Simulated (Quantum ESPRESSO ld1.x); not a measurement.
All-electron atom: the silver ion Ag41+ in [He] 2s2 2p2. Method: scalar-relativistic Kohn-Sham, LDA (Slater exchange, Perdew-Zunger correlation), spin-unpolarised, spherical densities, point nucleus; computed with ld1.x of Quantum ESPRESSO 7.5. Some entries of the table are withheld. Estimate them.

orbital  occ.  eigenvalue (Ry)  r(max) (bohr)  <r^2> (bohr^2)
1s          2         -2109.77          0.020        0.001301
2s          2         -486.904            (1)         0.01937
2p          2         -465.647          0.088             (2)

Answer. 
(1) 2s r(max) (bohr): 0.111
(2) 2p <r^2> (bohr^2): 0.01481
